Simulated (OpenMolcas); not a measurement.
**Lines of B+: computed and rescaled rates**

```yaml
Program: OpenMolcas 26.06
Method: "MS-CASPT2, IPEA 0.25 Eh, imaginary shift 0.1 Eh (closed shells correlated: 1s)"
Basis: ANO-RCC-VTZP [4s3p2d1f]
Scalar_Hamiltonian: DKH2, point nucleus
Active_space: 2 electrons in 8 orbitals (2s 2p 3s 3p)
State_averaging: 2S+1 = 3 even, 3 roots; 2S+1 = 1 even, 7 roots; 2S+1 = 3 odd, 3 roots; 2S+1 = 1 odd, 3 roots
Spin-orbit_coupling: RASSI with atomic mean-field integrals over the reference wave functions, term energies averaged over their components
```

Rates come from the transition moments of the reference wave functions (E1 and E2 in the length form). At fixed line strength A goes as λ^-3 for E1 and M1 and as λ^-5 for E2, so a rate at the computed wavelength can be rescaled to the measured one. Measured vacuum wavelengths follow from level energies in NIST Handbook of Basic Atomic Spectroscopic Data. Branching counts decays inside the model space alone, at computed energies, and the table is only a selection of the E1 lines, drawn from those between levels with measured partners whose computed energy lies within a factor of 1.5 of the measured one.

| Upper | Lower | Type | λ computed (nm) | λ measured (nm) | A computed (s-1) | A rescaled (s-1) | Branching % |
| --- | --- | --- | --- | --- | --- | --- | --- |
| 2s 2p 1P* 1 | 2s2 1S0 | E1 | 132.5 | 136.2 | 1.26e+09 | 1.16e+09 | 100.0 |
| 2p2 3P0 | 2s 2p 3P* 1 | E1 | 161.8 | 162.4 | 9.99e+08 | 9.88e+08 | 100.0 |
| 2p2 3P2 | 2s 2p 3P* 2 | E1 | 161.8 | 162.4 | 7.49e+08 | 7.41e+08 | 75.0 |
| 2p2 3P1 | 2s 2p 3P* 2 | E1 | 161.8 | 162.4 | 4.16e+08 | 4.11e+08 | 41.6 |
| 2p2 3P1 | 2s 2p 3P* 0 | E1 | 161.7 | 162.4 | 3.33e+08 | 3.29e+08 | 33.4 |
| 2p2 3P2 | 2s 2p 3P* 1 | E1 | 161.7 | 162.4 | 2.50e+08 | 2.47e+08 | 25.0 |
| 2p2 3P1 | 2s 2p 3P* 1 | E1 | 161.8 | 162.4 | 2.50e+08 | 2.47e+08 | 25.0 |
| 2p2 1D2 | 2s 2p 1P* 1 | E1 | 343.6 | 345.2 | 1.12e+08 | 1.10e+08 | 100.0 |
| 2s 2p 3P* 1 | 2s2 1S0 | E1 | 267 | 267.8 | 7.52e+00 |  | 100.0 |

Spin-changing lines and M1 lines between different terms are not rescaled, since their strength hangs on the term gaps too.

The largest correction is for 2s 2p 1P* 1 → 2s2 1S0 (E1): 1.26e+09 × (132.5 / 136.2)^3 = 1.16e+09 s-1, a factor of 0.92.

The computed rate and branching of 2s 2p 1P* 1 → 2s2 1S0 give the upper level a radiative lifetime of 1.000 / 1.26e+09 s-1 = 7.94e-10 s, counting decays inside the model space alone. The rescaled rate gives about 8.6e-10 s.

No measured rate stands beside these. Rescaling mends the energy factor alone: line strengths can still be far off where a level mixes with configurations outside the active space, and weak or spin-changing lines hang on small mixing coefficients that depend on the term gaps too, so rescaling need not improve them.

Active for correlation alone: 3p 3s; no level in the range computed is led by a configuration that fills them, so any true level of that kind is missing. Computed and measured levels are paired by configuration, term and J; levels that our copy of the source lacks, or whose pairing is in doubt (as where it misses far off the trend of its configuration), stay unpaired. Levels of configurations outside the active space are missing.

* marks odd parity.
